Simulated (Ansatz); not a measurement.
**Nudged elastic band run: ClGaH$_{4}$**

input.yaml

```yaml
crystal:
  periodic: [false, false, false]
  atoms:
    - { symbol: Ga, position_ang: [0.000566, 0.188933, 0.004972] }
    - { symbol: H, position_ang: [-0.003923, 0.686809, 1.502214] }
    - { symbol: H, position_ang: [1.363804, 0.118398, -0.77289] }
    - { symbol: H, position_ang: [-1.365908, 0.043104, -0.756921] }
    - { symbol: Cl, position_ang: [0.078045, -2.413209, 0.95228] }
    - { symbol: H, position_ang: [0.077015, -2.017235, 2.179345] }
basis:
  gaussian: { orbitals: def2-SVP }
hamiltonian:
  xc: pbe0
neb:
  order_check: false
  images: 7
  f_tol: 0.05
  max_iterations: 60
  final_atoms:
    - { symbol: Ga, position_ang: [0.02032274, -0.57708441, -0.29005502] }
    - { symbol: H, position_ang: [0.0115658, 0.26095159, 2.0632783] }
    - { symbol: H, position_ang: [1.41000408, 0.10104726, -0.48250512] }
    - { symbol: H, position_ang: [-1.40698514, 0.02371658, -0.46399872] }
    - { symbol: Cl, position_ang: [0.08088798, -2.70467317, 0.11933055] }
    - { symbol: H, position_ang: [0.03380354, -0.49715784, 2.16295002] }
  initial_path:
    images:
      - { positions_ang: [[0.000566, 0.188933, 0.004972], [-0.003923, 0.686809, 1.502214], [1.363804, 0.118398, -0.77289], [-1.365908, 0.043104, -0.756921], [0.078045, -2.413209, 0.95228], [0.077015, -2.017235, 2.179345]] }
      - { positions_ang: [[-0.0001312, 0.14408739, 0.00641263], [-0.0024226, 0.50851022, 1.60925884], [1.36175619, 0.09551172, -0.7739484], [-1.36532491, 0.0377365, -0.76047284], [0.0861069, -2.41313419, 0.90575387], [0.06961462, -1.76591164, 2.1219959]] }
      - { positions_ang: [[-0.0008284, 0.09924178, 0.00785326], [-0.00092219, 0.33021145, 1.71630368], [1.35970837, 0.07262543, -0.7750068], [-1.36474182, 0.032369, -0.76402468], [0.09416881, -2.41305939, 0.85922773], [0.06221423, -1.51458827, 2.06464681]] }
      - { positions_ang: [[-0.0015256, 0.05439618, 0.0092939], [0.00057821, 0.15191267, 1.82334852], [1.35766056, 0.04973915, -0.7760652], [-1.36415873, 0.02700149, -0.76757653], [0.10223071, -2.41298458, 0.8127016], [0.05481385, -1.26326491, 2.00729771]] }
      - { positions_ang: [[-0.0022228, 0.00955057, 0.01073453], [0.00207862, -0.0263861, 1.93039337], [1.35561274, 0.02685286, -0.7771236], [-1.36357564, 0.02163399, -0.77112837], [0.11029261, -2.41290978, 0.76617546], [0.04741347, -1.01194154, 1.94994862]] }
      - { positions_ang: [[0.00341359, -0.13710818, -0.06446286], [0.00445041, 0.04544832, 1.9636146], [1.36921058, 0.04540146, -0.70346898], [-1.37442802, 0.02215464, -0.69434596], [0.10294145, -2.48585063, 0.60446423], [0.04401099, -0.88324561, 2.00319897]] }
      - { positions_ang: [[0.00904997, -0.28376692, -0.13966025], [0.00682221, 0.11728274, 1.99683583], [1.38280841, 0.06395006, -0.62981436], [-1.38528039, 0.02267528, -0.61756354], [0.0955903, -2.55879147, 0.442753], [0.04060851, -0.75454969, 2.05644932]] }
      - { positions_ang: [[0.01468635, -0.43042567, -0.21485763], [0.009194, 0.18911716, 2.03005706], [1.39640625, 0.08249866, -0.55615974], [-1.39613277, 0.02319593, -0.54078113], [0.08823914, -2.63173232, 0.28104178], [0.03720602, -0.62585376, 2.10969967]] }
      - { positions_ang: [[0.02032274, -0.57708441, -0.29005502], [0.0115658, 0.26095159, 2.0632783], [1.41000408, 0.10104726, -0.48250512], [-1.40698514, 0.02371658, -0.46399872], [0.08088798, -2.70467317, 0.11933055], [0.03380354, -0.49715784, 2.16295002]] }
```

Command:

```bash
$ ansatz run input.yaml --threads 1 --pin off --max-ram 2048MiB --backend cpu --events-out ev --progress --plain --runs-dir out
```

Output, in part (warnings, iteration lines, the closing report on the highest movable image, with atoms numbered from 0):

```
NEB end point (image 0): max|allowed force component| = 2.480e-2 eV/Å (the criterion of neb.relax_end_points is 1.000e-2)
NEB end point (image 8): max|allowed force component| = 1.801e-2 eV/Å (the criterion of neb.relax_end_points is 1.000e-2)
NEB iter   1: max|band force component| = 3.194e0 eV/Å  barrier→ = 1.0208 eV  barrier← = 1.9407 eV  Δτ_max = 0.2000 Å  (198 SCF iters)
NEB iter   2: max|band force component| = 1.364e0 eV/Å  barrier→ = 0.3120 eV  barrier← = 1.2319 eV  Δτ_max = 0.1770 Å  (177 SCF iters)
NEB iter   3: max|band force component| = 4.558e0 eV/Å  barrier→ = 0.5005 eV  barrier← = 1.4204 eV  Δτ_max = 0.0810 Å  (171 SCF iters)
NEB iter   4: max|band force component| = 2.459e0 eV/Å  barrier→ = 0.2462 eV  barrier← = 1.1661 eV  Δτ_max = 0.0884 Å  (158 SCF iters)
NEB iter   5: max|band force component| = 3.838e-1 eV/Å  barrier→ = 0.1939 eV  barrier← = 1.1138 eV  CI = image 4  Δτ_max = 0.0814 Å  (151 SCF iters)
NEB iter   6: max|band force component| = 1.029e-1 eV/Å  barrier→ = 0.2034 eV  barrier← = 1.1232 eV  CI = image 4  Δτ_max = 0.0143 Å  (153 SCF iters)
NEB iter   7: max|band force component| = 3.557e-2 eV/Å  barrier→ = 0.2032 eV  barrier← = 1.1231 eV  CI = image 4  Δτ_max = 0.0000 Å  (297 SCF iters)
Total energy: -64943.19801233 eV, -2386.6185068726 hartree
Atom 0 at     0.009537    -0.095887    -0.000107 Å, force    -0.000522     0.000340    -0.030104 eV/Å
Atom 1 at     0.017004     0.054738     1.679060 Å, force    -0.000510     0.017361     0.006205 eV/Å
Atom 2 at     1.423447     0.137820    -0.602867 Å, force    -0.006345     0.002702     0.009044 eV/Å
Atom 3 at    -1.422765     0.063485    -0.583262 Å, force     0.005945     0.004078     0.008289 eV/Å
Atom 4 at     0.075843    -2.436959     0.971113 Å, force     0.001184    -0.028671    -0.004941 eV/Å
Atom 5 at     0.046533    -1.116396     1.645063 Å, force     0.000248     0.004190     0.011509 eV/Å
Dipole moment:    -0.006020     0.240932     0.006314 e Å
```

The run converged. A vibrational analysis at the climbing image gives one clearly imaginary mode, 717i cm⁻¹: a first-order saddle point. The orbitals stay closed-shell, which can raise the energy where a bond breaks towards radicals; this wasn't checked here.

Final band (atoms are numbered from 1 in the order of the input):

```csv
image,path coordinate (Å),energy (eV),Ga1–H2 (Å),Cl5–H6 (Å),H2–H6 (Å)
0,0.00,0.000,1.58,1.29,2.79
1,0.33,0.017,1.58,1.29,2.35
2,0.67,0.052,1.59,1.30,1.94
3,1.00,0.108,1.61,1.34,1.55
4,1.34,0.203,1.69,1.48,1.17
5,1.71,-0.168,1.85,1.83,0.88
6,2.08,-0.685,2.08,2.19,0.79
7,2.45,-0.884,2.30,2.59,0.77
8,2.82,-0.920,2.50,3.01,0.76
```

The run took 110 s on 1 thread of Arm Neoverse V1, on a shared host, peak memory 0.12 GiB.
